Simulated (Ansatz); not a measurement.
# A geometry optimisation of C5H9Al with PBE-D3(BJ)/def2-SVP

The starting geometry of this gas-phase singlet was optimised with GFN2-xTB; its bonds are those of `CC1=C[CH2][AlH][CH2]1`.

```xyz
15

C    -0.7824    1.5456   -1.7572
C    -0.3675    0.9704   -0.4361
C    -0.9276    1.3437    0.7175
C    -0.4984    0.7597    2.0418
C     0.7314   -0.0691   -0.4484
Al    0.0927   -0.9659    1.2223
H     0.0579    2.0567   -2.2278
H    -1.5972    2.2563   -1.6376
H    -1.1071    0.7534   -2.4319
H    -1.7131    2.0903    0.7187
H     0.3686    1.3202    2.4229
H    -1.2896    0.8864    2.7860
H    -0.0536   -2.4459    1.6383
H     0.8135   -0.5208   -1.4409
H     1.6955    0.4269   -0.2607
```

Problem. Predict what it relaxes into with PBE-D3(BJ)/def2-SVP.

Solution. A new bond forms, giving a structure given below by its coordinates. Contacts that close: C3–Al6 (2.57 → 2.22 Å).

The energy falls by 0.35 eV over 18 steps:

```csv
step,E − E(last) (eV)
1,0.355
3,0.192
5,0.188
7,0.182
9,0.153
10,0.112
12,0.025
14,0.002
16,0.000
18,0.000
```

Final geometry (Å):

```xyz
15

C    -0.8877    1.2846   -1.7234
C    -0.2353    0.9906   -0.3990
C    -0.8399    1.3338    0.8137
C    -0.2547    0.8821    2.1053
C     1.0066    0.1651   -0.3485
Al   -0.1736   -0.7823    0.9819
H    -0.2973    2.0377   -2.2878
H    -1.9184    1.6725   -1.6012
H    -0.9275    0.3761   -2.3601
H    -1.8397    1.8013    0.7904
H     0.7698    1.2391    2.3292
H    -0.9214    1.0018    2.9755
H    -1.2376   -1.9507    0.7635
H     1.3140   -0.2540   -1.3221
H     1.8658    0.6104    0.1895
```

The end wasn't checked by frequencies. Run with Ansatz 0.2.0, 17 s on 4 threads of Intel(R) Xeon(R) Platinum 8375C CPU @ 2.90GHz (Ice Lake), with other jobs on the host.
